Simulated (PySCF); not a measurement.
SiCl2I2, SMILES [Si](Cl)(I)(Cl)I. Atoms are numbered in the order given.

```xyz
5

Cl     0.0000     1.6590     1.8830
Si     0.0000     0.0000     0.6829
Cl     0.0000    -1.6590     1.8830
I     -1.9962     0.0000    -0.6942
I      1.9962     0.0000    -0.6942
```

Geometry: PBE0-D3(BJ)/def2-SVP. The def2 effective core potentials stand for the cores of I; spin–orbit coupling is left out.

Calculation: PySCF with PBE/def2-TZVP.

ESP charges are fitted to the potential on shells at 1.4 to 2.0 van der Waals radii. Atomic charges (e):

```json
[
 {"atom": "Cl1", "ESP fit": "?", "Löwdin": "0.29", "Mulliken": "-0.14"},
 {"atom": "Si2", "ESP fit": "?", "Löwdin": "-1.04", "Mulliken": "0.40"},
 {"atom": "Cl3", "ESP fit": "?", "Löwdin": "0.29", "Mulliken": "-0.14"},
 {"atom": "I4", "ESP fit": "?", "Löwdin": "0.23", "Mulliken": "-0.06"},
 {"atom": "I5", "ESP fit": "?", "Löwdin": "0.23", "Mulliken": "-0.06"}
]
```

Complete the blanks. (An estimate is asked for; the answer gives what the named calculation found.)


- Cl1, ESP fit: 0.06
- Si2, ESP fit: -0.31
- Cl3, ESP fit: 0.06
- I4, ESP fit: 0.09
- I5, ESP fit: 0.09

Computed Mayer and Wiberg (Löwdin basis) orders of the bonds:
```tsv
bond	Mayer	Wiberg
Cl1–Si2	1.23	1.88
Si2–Cl3	1.23	1.88
Si2–I4	1.20	1.72
Si2–I5	1.20	1.72
```
